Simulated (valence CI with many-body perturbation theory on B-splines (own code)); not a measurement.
**Pd33+: fill in the table**

Computed by valence CI with perturbative core correlation (CI+MBPT): three valence electrons over a frozen Dirac-Fock core [Ne], a basis of 11 s, 11 p, 10 d, 8 f, 5 g, 2 h functions for each j, with the one-electron correlation potential Σ1, the two-electron term Σ2, the three-electron term Σ3, Breit, model QED; selected CI, second order for the rest, scaled by the run's own slope (own B-spline code, finite nucleus).

No measured spectrum was set against this ion. As an estimate, large intervals hold to a few tenths of a per cent, small ones and those within an open d or f shell to about a per cent.

```tsv
Level	E (eV)
(3s^2 3p1/2) J=1/2	0.00
(3s^2 3p3/2) J=3/2	?
(3s 3p1/2^2) J=1/2	78.08
(3s 3p1/2 3p3/2) J=3/2 [a]	104.95
(3s 3p1/2 3p3/2) J=5/2	113.32
(3s 3p1/2 3p3/2) J=3/2 [b]	?
(3s 3p1/2 3p3/2) J=1/2	?
(3s 3p3/2^2) J=5/2	147.77
(3s^2 3d3/2) J=3/2	?
(3s 3p3/2^2) J=1/2	174.09
(3s^2 3d5/2) J=5/2	176.07
(3s 3p3/2^2) J=3/2	179.32
(3p1/2^2 3p3/2) J=3/2	?
(3s 3p1/2 3d3/2) J=3/2 [a]	221.66
(3s 3p1/2 3d3/2) J=5/2	225.77
(3s 3p1/2 3d5/2) J=5/2 [a]	234.82
(3p1/2 3p3/2^2) J=3/2	237.18
(3s 3p1/2 3d5/2) J=7/2	240.21
(3s 3p1/2 3d3/2) J=3/2 [b]	240.52
(3s 3p1/2 3d3/2) J=1/2	?
```

Levels are named by their leading jj configuration (3d3/2^4 stands for four electrons in 3d with j = 3/2), which in mixed levels can hold well under half, so a name can repeat and another be missing. Letters in brackets count levels of one name in rising energy.

(1) The levels stand in rising order. What does the calculation give for the missing energies?

Results:

(1) (3s^2 3p3/2) J=3/2 38.91; (3s 3p1/2 3p3/2) J=3/2 [b] 126.09; (3s 3p1/2 3p3/2) J=1/2 134.88; (3s^2 3d3/2) J=3/2 163.79; (3p1/2^2 3p3/2) J=3/2 208.63; (3s 3p1/2 3d3/2) J=1/2 240.58.
